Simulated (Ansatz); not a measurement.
Program: Ansatz. Geometries: PBE0-D4/def2-TZVP. ΔE: electronic, gas phase. CCSD(T)/CBS is the MP2 limit (def2-TZVPP, def2-QZVPP) plus CCSD(T) − MP2 in def2-TZVPP, frozen cores. This one scheme is used for every species, atoms too. For atomizations the MP2-based limit and the directly extrapolated one differ by several kJ/mol either way, and by 10 to 25 for some Ge, Se and Sn compounds, so smaller differences from it don't rank the levels. Functionals use def2-TZVPP. No spin–orbit coupling; open shells (•) take unrestricted orbitals. Spin–orbit coupling would lower the free atoms: a little for C, O, Si. One conformer a species, not always the lowest.

Reaction (atomization): `C[SiH2]O[SiH2]O` → C• + 8 H• + 2 O• + 2 Si•

(1) What is ΔE at CCSD(T)/CBS? (An estimate is asked.)

(2) What do these levels give: PBE-D4, ωB97X-V, B2PLYP, PBE0, MP2/def2-QZVPP, MP2/CBS(def2)? (An estimate is asked.)

Largest T1 diagnostic among the species: 0.012.

Results:

(1) Computed: +4820.2 kJ/mol.

(2) Ansatz gave: PBE-D4 4792.4, ωB97X-V 4815.9, B2PLYP 4746.2, PBE0 4716.6, MP2/def2-QZVPP 4828.0, MP2/CBS(def2) 4879.2 kJ/mol.

From PBE to PBE0 (25 % exact exchange), in def2-TZVPP and without D4, ΔE moves by −48.7 kJ/mol: exact exchange takes away binding that semilocal exchange gives to molecules. In def2-TZVPP, CCSD(T) changes the Hartree–Fock value by +1093.3 kJ/mol (the triples alone add +52.3 kJ/mol) and MP2 by +1152.3 kJ/mol; breaking electron pairs costs correlation energy, which Hartree–Fock lacks.
